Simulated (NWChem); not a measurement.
System: CH$_{3}$ClGa cation; SMILES [CH3][Ga+][Cl]

Input file for NWChem:

```
start job
memory heap 200 mb stack 900 mb global 1100 mb
charge 1
geometry units angstroms noautosym nocenter noautoz
  Ga     0.000000     0.000000     0.366781
  C      0.000000     0.000000     2.292095
  H      0.408945    -0.975244     2.624966
  H     -1.049059     0.133465     2.624966
  H      0.640114     0.841779     2.624966
  Cl     0.000000     0.000000    -1.704530
end
basis spherical
  Ga library aug-cc-pvdz
  C library aug-cc-pvdz
  H library aug-cc-pvdz
  Cl library aug-cc-pvdz
end
dft
  xc xpbe96 cpbe96
  iterations 150
end
property
  response 1 0.0
end
task dft property
```

NWChem printed, in part:

```
             Northwest Computational Chemistry Package (NWChem) 7.3.0
             --------------------------------------------------------

                             Geometry "geometry" -> ""
                             -------------------------

 Output coordinates in angstroms (scale by  1.889725989 to convert to a.u.)

  No.       Tag          Charge          X              Y              Z
 ---- ---------------- ---------- -------------- -------------- --------------
    1 Ga                  31.0000     0.00000000     0.00000000     0.36678100
    2 C                    6.0000     0.00000000     0.00000000     2.29209500
    3 H                    1.0000     0.40894500    -0.97524400     2.62496600
    4 H                    1.0000    -1.04905900     0.13346500     2.62496600
    5 H                    1.0000     0.64011400     0.84177900     2.62496600
    6 Cl                  17.0000     0.00000000     0.00000000    -1.70453000

 Effective nuclear repulsion energy (a.u.)     234.5157961776

  pbe96 is a nonlocal functional; adding pw91lda local functional.
                              NWChem Property Module
                              ----------------------

                                 NWChem DFT Module
                                 -----------------

 Summary of "ao basis" -> "ao basis" (spherical)
 ------------------------------------------------------------------------------
       Tag                 Description            Shells   Functions and Types
 ---------------- ------------------------------  ------  ---------------------
 Ga                       aug-cc-pvdz               14       36   6s5p3d
 C                        aug-cc-pvdz                9       23   4s3p2d
 H                        aug-cc-pvdz                5        9   3s2p
 Cl                       aug-cc-pvdz               11       27   5s4p2d

            General Information
            -------------------
          SCF calculation type: DFT
          Wavefunction type:  closed shell.
          No. of atoms     :     6
          No. of electrons :    56
           Alpha electrons :    28
            Beta electrons :    28
          Charge           :     1
          Spin multiplicity:     1
          Use of symmetry is: off; symmetry adaption is: off
          Maximum number of iterations: 150
          AO basis - number of functions:   113
                     number of shells:    49
          Convergence on energy requested:  1.00D-06
          Convergence on density requested:  1.00D-05
          Convergence on gradient requested:  5.00D-04

              XC Information
              --------------
          PerdewBurkeErnzerhof Exchange Functional  1.000
            Perdew 1991 LDA Correlation Functional  1.000 local
           PerdewBurkeErnz. Correlation Functional  1.000 non-local

             Grid Information
             ----------------
          Grid used for XC integration:  medium
          Radial quadrature: Mura-Knowles
          Angular quadrature: Lebedev.
          Tag              B.-S. Rad. Rad. Pts. Rad. Cut. Ang. Pts.
          ---              ---------- --------- --------- ---------
          Ga                  1.30      112          14.0       590
          C                   0.70       49          14.0       434
          H                   0.35       45          15.0       434
          Cl                  1.00       88          15.0       590
          Grid pruning is: on
          Number of quadrature shells:   384
          Spatial weights used:  Erf1

      Superposition of Atomic Density Guess
      -------------------------------------

 Sum of atomic energies:       -2421.83541043

 Renormalizing density from      57.00 to     56

      Non-variational initial energy
      ------------------------------

 Total energy =   -2396.538192
 1-e energy   =   -3770.565542
 2-e energy   =    1139.511554
 HOMO         =      -0.736632
 LUMO         =      -0.380886

   convergence    iter        energy       DeltaE   RMS-Dens  Diis-err
 ---------------- ----- ----------------- --------- --------- ---------
 d= 0,ls=0.0,diis     1  -2424.0168390737 -2.66D+03  3.27D-02  1.71D+00
 d= 0,ls=0.0,diis     2  -2423.8155367611  2.01D-01  1.54D-02  2.26D+00
 d= 0,ls=0.0,diis     3  -2424.0835500701 -2.68D-01  6.00D-03  5.01D-01
 d= 0,ls=0.0,diis     4  -2424.1697977266 -8.62D-02  1.50D-03  1.77D-02
 d= 0,ls=0.0,diis     5  -2424.1710039688 -1.21D-03  7.21D-04  7.86D-03
  Resetting Diis
 d= 0,ls=0.0,diis     6  -2424.1720620237 -1.06D-03  1.89D-04  3.31D-04
 d= 0,ls=0.0,diis     7  -2424.1721116716 -4.96D-05  1.04D-04  3.09D-05
 d= 0,ls=0.0,diis     8  -2424.1720996112  1.21D-05  7.24D-05  9.95D-05
 d= 0,ls=0.0,diis     9  -2424.1721168948 -1.73D-05  1.38D-05  2.67D-06
 d= 0,ls=0.0,diis    10  -2424.1721172680 -3.73D-07  3.80D-06  2.27D-07

         Total DFT energy =    -2424.172117267957
      One electron energy =    -3824.348184147044
           Coulomb energy =     1274.623454711617
    Exchange-Corr. energy =     -108.963184010094
 Nuclear repulsion energy =      234.515796177564

 Numeric. integr. density =       55.999993463768

                       DFT Final Molecular Orbital Analysis
                       ------------------------------------

 Vector   26  Occ=2.000000D+00  E=-5.385690D-01
              MO Center= -4.4D-07, -7.9D-08,  7.1D-01, r^2= 4.3D+00
   Bfn.  Coefficient  Atom+Function         Bfn.  Coefficient  Atom+Function
  ----- ------------  ---------------      ----- ------------  ---------------
    43     -0.383648  2 C  pz                97     -0.367068  6 Cl pz
    15      0.359401  1 Ga pz                 4      0.240539  1 Ga s
   100     -0.232563  6 Cl pz                 5      0.227639  1 Ga s
    91     -0.136212  6 Cl s                 61     -0.105450  3 H  s
    70     -0.105451  4 H  s                 79     -0.105450  5 H  s

 Vector   27  Occ=2.000000D+00  E=-5.085065D-01
              MO Center=  1.9D-03, -1.2D-04, -1.5D+00, r^2= 1.4D+00
   Bfn.  Coefficient  Atom+Function         Bfn.  Coefficient  Atom+Function
  ----- ------------  ---------------      ----- ------------  ---------------
    96      0.598138  6 Cl py                99      0.413845  6 Cl py
    14      0.121109  1 Ga py                95      0.095365  6 Cl px
    23      0.071680  1 Ga d -1              98      0.065982  6 Cl px
    28     -0.062177  1 Ga d -1              42     -0.041225  2 C  py
    78     -0.035976  5 H  s                 60      0.034688  3 H  s

 Vector   28  Occ=2.000000D+00  E=-5.085065D-01
              MO Center= -1.9D-03,  1.2D-04, -1.5D+00, r^2= 1.4D+00
   Bfn.  Coefficient  Atom+Function         Bfn.  Coefficient  Atom+Function
  ----- ------------  ---------------      ----- ------------  ---------------
    95      0.598138  6 Cl px                98      0.413845  6 Cl px
    13      0.121109  1 Ga px                96     -0.095365  6 Cl py
    25     -0.071680  1 Ga d  1              99     -0.065982  6 Cl py
    30      0.062177  1 Ga d  1              41     -0.041225  2 C  px
    69      0.040798  4 H  s                 16      0.031382  1 Ga px

 Vector   29  Occ=0.000000D+00  E=-3.101920D-01
              MO Center= -4.3D-06, -1.9D-06,  3.6D-01, r^2= 4.1D+00
   Bfn.  Coefficient  Atom+Function         Bfn.  Coefficient  Atom+Function
  ----- ------------  ---------------      ----- ------------  ---------------
     4      0.488305  1 Ga s                 43      0.358723  2 C  pz
    39     -0.350279  2 C  s                 97     -0.349744  6 Cl pz
     5      0.293048  1 Ga s                100     -0.262455  6 Cl pz
    29     -0.205534  1 Ga d  0              24      0.178751  1 Ga d  0
    18     -0.172797  1 Ga pz                15     -0.169097  1 Ga pz

 Vector   30  Occ=0.000000D+00  E=-2.894621D-01
              MO Center= -3.1D-03, -1.0D-03,  3.0D-01, r^2= 3.2D+00
   Bfn.  Coefficient  Atom+Function         Bfn.  Coefficient  Atom+Function
  ----- ------------  ---------------      ----- ------------  ---------------
    14      0.585056  1 Ga py                17      0.503115  1 Ga py
    13      0.212547  1 Ga px                96     -0.206149  6 Cl py
    16      0.182778  1 Ga px                99     -0.179299  6 Cl py
    78     -0.119110  5 H  s                 60      0.091654  3 H  s
    42     -0.077324  2 C  py                48     -0.077377  2 C  py

 Vector   31  Occ=0.000000D+00  E=-2.894618D-01
              MO Center=  3.1D-03,  1.0D-03,  3.0D-01, r^2= 3.2D+00
   Bfn.  Coefficient  Atom+Function         Bfn.  Coefficient  Atom+Function
  ----- ------------  ---------------      ----- ------------  ---------------
    13      0.585056  1 Ga px                16      0.503116  1 Ga px
    14     -0.212546  1 Ga py                95     -0.206149  6 Cl px
    17     -0.182779  1 Ga py                98     -0.179300  6 Cl px
    69      0.121684  4 H  s                 60     -0.084621  3 H  s
    41     -0.077324  2 C  px                47     -0.077377  2 C  px

     Multipole analysis of the density
     ---------------------------------

     L   x y z        total         alpha         beta         nuclear
     -   - - -        -----         -----         ----         -------
     0   0 0 0      1.000000    -28.000000    -28.000000     57.000000

     1   1 0 0      0.000002      0.000001      0.000001      0.000000
     1   0 1 0      0.000001      0.000000      0.000000      0.000000
     1   0 0 1      1.568559     -3.014702     -3.014702      7.597963

     2   2 0 0    -22.286835    -14.138660    -14.138660      5.990484
     2   1 1 0     -0.000000     -0.000001     -0.000001      0.000003
     2   1 0 1      0.000003      0.000002      0.000002      0.000000
     2   0 2 0    -22.286839    -14.138660    -14.138660      5.990481
     2   0 1 1      0.000001      0.000000      0.000000      0.000000
     2   0 0 2    -14.489715   -196.075769   -196.075769    377.661823

 *** CALLING NEW AORESP DRIVER FOR CLOSED AND OPEN SHELLS ***
 Entering AOResponse driver routine

--------------------------------------------------------------------------------

          -----------------------------------------------
          Solving response equations for perturbing field
          -----------------------------------------------

 number of frequencies:     1
 frequency in a.u.:  0.0000000E+00
 Perturbing field: electric
 Using El. Dipole Length Gauge

 Setting up CPKS with frequency omega =      0.00000000 a.u.

 STATIC response

                                NWChem CPHF Module
                                ------------------

  scftype          =     RHF
  nclosed          =       28
  nopen            =        0
  variables        =     2380
  # of vectors     =        3
  tolerance        = 0.10D-03
  level shift      = 0.00D+00
  max iterations   =       50
  max subspace     =       30

 SCF residual:    9.1350804517482742E-005

Iterative solution of linear equations
  No. of variables     2380
  No. of equations        3
  Maximum subspace       30
        Iterations       50
       Convergence  1.0D-04

   iter   nsub   residual    time
   ----  ------  --------  ---------
     1      3    1.26D+01     237.5
     2      6    3.24D+00     304.3
     3      9    3.37D-01     370.4
     4     12    6.35D-02     435.9
     5     15    3.26D-02     500.9
     6     18    3.77D-03     565.4
     7     21    1.12D-03     628.9
     8     24    1.69D-04     692.2
     9     27    3.28D-05     758.0

 Electric Dipole Response Matrix (nonzero elements):

              1        2        3
    1   35.5131   0.0000   0.0000
    2    0.0000  35.5131  -0.0000
    3    0.0000  -0.0000  74.5944

 ------------------------------------------
 average:        48.54019 + I       0.00000

 DFT Linear Response polarizability / au
 Frequency  =       0.0000000 / au
              X              Y              Z
 -----------------------------------------------
 X      35.5130615      0.0000041      0.0000070
 Y       0.0000041     35.5130500     -0.0000005
 Z       0.0000071     -0.0000005     74.5944451
 -----------------------------------------------
 Eigenvalues =      35.5130628     35.5130487     74.5944451
 Isotropic   =      48.5401855
 Anisotropic =      39.0813893
 -----------------------------------------------

 Magnetic Dipole Response Matrix (nonzero elements):

 Exiting AOResponse driver routine
```

Level: PBE/aug-cc-pVDZ. Coordinates come from a PBE-D3(BJ)/def2-SVP optimisation.
